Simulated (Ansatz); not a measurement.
Basis sets compared for Ge3F6. Charge 0, multiplicity 1. Geometry PBE-D4/def2-SVP. Ansatz on 4 threads of Intel Xeon on a shared host; times are rough, and most runs start from earlier orbitals.

```xyz
9

Ge   -1.098    1.509   -1.094
Ge   -0.048   -2.037   -0.910
Ge    0.577    0.032    1.878
F    -0.820    0.986    0.800
F     1.763    1.319    1.631
F    -1.033   -0.441   -1.562
F    -1.107   -2.174    0.527
F     1.133   -0.877    0.145
F     0.633    1.684   -1.415
```

The structure comes from a short search, and lower isomers may exist.

Binding counts from free atoms (Ge triplet, F doublet) in the same basis, without a counterpoise term.

```json
{"level": "HF/STO-3G", "functions": "84", "energy (Eh)": "-6743.5895", "HOMO (eV)": "-6.67", "LUMO (eV)": "6.35", "binding per atom (eV)": "2.30", "wall time": "2.8 s"}
{"level": "PBE-D4/def2-SVP", "functions": "180", "energy (Eh)": "-6827.6361", "HOMO (eV)": "-6.99", "LUMO (eV)": "-2.06", "binding per atom (eV)": "4.16", "wall time": "7.5 s"}
{"level": "PBE0-D4/def2-SVP", "functions": "180", "energy (Eh)": "-6827.7641", "HOMO (eV)": "-8.26", "LUMO (eV)": "-1.28", "binding per atom (eV)": "3.88", "wall time": "12 s"}
```

Question: Estimate the rows for HF/def2-TZVP, PBE-D4/def2-TZVP (with forces), PBE0-D4/def2-TZVP.

Answer: 
| level | functions | energy (Eh) | HOMO (eV) | LUMO (eV) | binding per atom (eV) | wall time |
| --- | --- | --- | --- | --- | --- | --- |
| HF/def2-TZVP | 330 | -6823.2891 | -11.06 | 1.74 | 2.59 | 30 s |
| PBE-D4/def2-TZVP (with forces) | 330 | -6829.1726 | -7.17 | -2.30 | 4.09 | 17 s |
| PBE0-D4/def2-TZVP | 330 | -6829.2960 | -8.38 | -1.50 | 3.85 | 31 s |
